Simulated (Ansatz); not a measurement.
Isolated molecules relaxed with PBE0-D4/def2-TZVP in Ansatz; ΔE leaves out vibrations. CCSD(T)/CBS adds triple-zeta CCSD(T) − MP2 to the extrapolated MP2 energy (def2 sets, frozen cores). This one scheme is used for every species. DFT in def2-TZVPP. B3LYP here is the variant with VWN-RPA as its local correlation; programs differ in this. Elements past krypton have def2 core potentials. For Hf, Se outer-core shells are correlated without core-valence functions, which leaves a few kJ/mol of doubt a bond. Scalar relativity is left out up to krypton. Each species was taken in one conformer, which may not be the lowest.

Reaction (formal hydrolysis of the Hf–Se bond): `[F][Hf]([F])([F])[SeH]` + H₂O → `[OH][Hf]([F])([F])[F]` + H₂Se

`[F][Hf]([F])([F])[SeH]`:

Cartesian coordinates in Å:
```
F 1.695 0.508 1.038
Hf -0.008 0.558 0.212
F -1.263 1.468 1.295
F 0.197 1.416 -1.464
Se -0.902 -1.836 -0.124
H 0.281 -2.113 -0.958
```

H₂O:

Z-matrix (Å, degrees):
```
O
H 1 0.960
H 1 0.960 2 105.1
```

`[OH][Hf]([F])([F])[F]`:

```xyz
6

O     1.195    0.101    0.790
Hf   -0.385   -0.032   -0.258
F    -1.923    0.231    0.838
F    -0.373    1.292   -1.630
F    -0.492   -1.756   -1.065
H     1.978    0.164    1.326
```

H₂Se:

Cartesian coordinates in Å:
```
Se -0.328 0.569 0.194
H 0.624 -0.339 0.843
H -0.296 -0.229 -1.037
```

| level | ΔE (kJ/mol) | difference from CCSD(T)/CBS |
| --- | --- | --- |
| r2SCAN-D4 | -37.9 | -3.1 |
| B3LYP-D4 | -43.2 | -8.4 |
| B2PLYP | -42.8 | -8.0 |
| r2SCAN | -38.3 | -3.5 |
| CAM-B3LYP | -53.3 | -18.5 |
| HF/def2-TZVPP | -47.6 | -12.8 |
| MP2/def2-TZVPP | -34.9 | -0.1 |
| CCSD(T)/def2-TZVPP | -37.7 | -2.9 |
| HF/def2-QZVPP | -47.1 | -12.3 |
| MP2/CBS(def2) | -32.1 | 2.7 |
| CCSD(T)/CBS | -34.8 | 0 |

Largest T1 diagnostic among the species: 0.016.

In def2-TZVPP, CCSD(T) changes the Hartree–Fock value by +9.9 kJ/mol (the triples alone add +3.2 kJ/mol) and MP2 by +12.7 kJ/mol. Leaving LDA and LC-ωPBE aside and taking each functional with its dispersion term where it has one, the values, not all of them listed here, spread over 19.1 kJ/mol, from CAM-B3LYP-D4 to HSE06-D4. LDA lies −3.3 kJ/mol from PBE without D4.
